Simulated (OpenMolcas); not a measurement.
## C, Si, Ge, Sn, Pb: ns² np² down the group

```
Program             : OpenMolcas
Method              : SS-CASPT2, IPEA 0.25 Eh, imaginary shift 0.1 Eh
Basis               : ANO-RCC-VTZP
Scalar Hamiltonian  : DKH2, point nucleus
Spin-orbit coupling : RASSI with atomic mean-field integrals over the reference wave functions, term energies averaged over their components
```

Active space for each ion: 4 electrons in 4 orbitals (s p); closed shells correlated by CASPT2: C 1s; Si 2s 2p; Ge 3d; Sn 4d; Pb 5d.

Computed levels in cm-1 above ³P₀:

```json
{"Level": "³P₁", "C": "15.1", "Si": "69.0", "Ge": "515", "Sn": "1503", "Pb": "7080"}
{"Level": "³P₂", "C": "45.0", "Si": "200", "Ge": "1318", "Sn": "3110", "Pb": "9930"}
{"Level": "¹D₂", "C": "10030", "Si": "5900", "Ge": "8230", "Sn": "8500", "Pb": "19650"}
{"Level": "¹S₀", "C": "20560", "Si": "13740", "Ge": "17690", "Sn": "17780", "Pb": "28790"}
{"Level": "weight of ³P in the lowest level (%)", "C": "100", "Si": "100", "Ge": "100", "Sn": "97", "Pb": "87"}
```

Mixed levels, with the weight of the term that names them: Pb ³P₂ (60 %), Pb ¹D₂ (60 %).

Measured, with the error of the calculation in %. Measured levels: C, Si, Ge, Sn, Pb from NIST Handbook of Basic Atomic Spectroscopic Data.

```json
{"Level": "³P₁", "C": "16.4 (-8.1)", "Si": "77.1 (-10.5)", "Ge": "557 (-7.6)", "Sn": "1692 (-11.2)", "Pb": "7819 (-9.5)"}
{"Level": "³P₂", "C": "43.4 (+3.7)", "Si": "223 (-10.4)", "Ge": "1410 (-6.5)", "Sn": "3428 (-9.2)", "Pb": "10650 (-6.8)"}
{"Level": "¹D₂", "C": "10193 (-1.6)", "Si": "6299 (-6.4)", "Ge": "7125 (+15.5)", "Sn": "8613 (-1.3)", "Pb": "21458 (-8.4)"}
{"Level": "¹S₀", "C": "21648 (-5.0)", "Si": "15394 (-10.8)", "Ge": "16367 (+8.1)", "Sn": "17162 (+3.6)", "Pb": "29467 (-2.3)"}
```

The fine-structure level ³P₂ changes by a factor of 221 from C to Pb.

Without spin-orbit coupling ¹D lies 10000, 5760, 7230, 5580, 5330 cm-1 above ³P in that order; the difference to the level ¹D₂, of either sign, comes from spin-orbit coupling, which also lowers the zero.

Term energies are means over components that CASPT2 splits; among the terms shown or strongly mixed into the levels shown the widest spread is 320 cm-1 (6s² 6p² ¹D, Pb). Over all roots computed the reference weight is 0.93 to 0.99 in C, 0.85 to 0.98 in Si, 0.89 to 0.96 in Ge, 0.85 to 0.93 in Sn; the roots of lowest weight are the least certain, and an intruder state may touch them. Terms from blocks run as CI alone lack orbitals of their own. Some high roots are left out of the spin-orbit mixing, which shifts the levels that they would mix with (holds for Ge; Sn; Pb). Some terms miss by over 15 % even with CASPT2, which points to a basis or an active space too small for the shells correlated (holds for Ge). Computed and measured levels are paired by configuration, term and J; levels that our copy of the source lacks, or whose pairing is in doubt (as where it misses far off the trend of its configuration), stay unpaired and out of the deviations. Where the source uses jj or jK labels, the order within each J decides. Levels of configurations outside the active space are missing.
